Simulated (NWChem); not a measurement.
# SiH₃Br; SMILES [SiH3]Br

Program: NWChem. Coordinates come from a PBE0/def2-SVP optimisation. Level: PBE0/def2-SVPD; the question gives the wavelength of the field.

Question: Predict the results for field 400 nm. Quantities: isotropic polarisability (bohr³); anisotropy (bohr³).

Answer: The isotropic polarisability (bohr³) is 54.2 and the anisotropy (bohr³) is 18.0.
